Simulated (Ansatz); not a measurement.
This geometry of AlClH6OSi (10 atoms, charge 0, multiplicity 1) is a first-order saddle point.

These are results of RKS PBE0-D4/def2-SVP (Ansatz), not measurements.

```xyz
10
Properties=species:S:1:pos:R:3
Si 0.039 -0.267 0.134
H 0.771 0.334 1.589
H 1.115 0.221 -0.754
H -1.190 0.543 0.262
Cl -0.857 -1.759 -1.458
O 0.255 -1.666 1.079
Al -0.259 -3.244 0.262
H 0.984 -4.096 -0.223
H -1.581 -3.847 0.888
H 0.691 -0.699 1.733
```

(1) Which two structures does it join? (They come from a converged band through this point; their orientation in space is the band's.)

(2) How far does it lie above each of them?

Results:

(1) Bonds broken: Si1–H2, O6–H10. Bonds formed: Si1–Cl5, H2–H10. AlClH6OSi becomes AlClH4OSi + H2.

First end point:

```xyz
10
Properties=species:S:1:pos:R:3
Si 0.246 0.077 0.380
H 0.854 0.833 1.513
H 1.138 0.106 -0.799
H -1.131 0.553 0.124
Cl -0.985 -2.024 -1.651
O 0.207 -1.538 1.032
Al -0.344 -3.168 0.077
H 1.017 -3.966 -0.114
H -1.514 -3.729 0.997
H 0.482 -1.623 1.955
```

Last end point:

```xyz
10
Properties=species:S:1:pos:R:3
Si -0.092 -0.622 -0.194
H 1.050 0.912 2.319
H 1.105 0.057 -0.746
H -1.147 0.338 0.211
Cl -0.932 -1.776 -1.808
O 0.197 -1.842 0.838
Al -0.313 -3.423 0.214
H 0.819 -4.339 -0.405
H -1.727 -3.940 0.699
H 1.009 0.154 2.386
```

(2) 36.3 kcal/mol above the first and 26.4 kcal/mol above the second. This is the barrier of this one path; another mechanism may lie lower. The orbitals stay closed-shell, which can raise the energy where a bond breaks towards radicals; this wasn't checked here.

The run took 7.4 min on 2 threads of Intel(R) Xeon(R) Platinum 8259CL CPU @ 2.50GHz (Skylake/Cascade Lake), with other jobs on the host, peak memory 0.24 GiB.
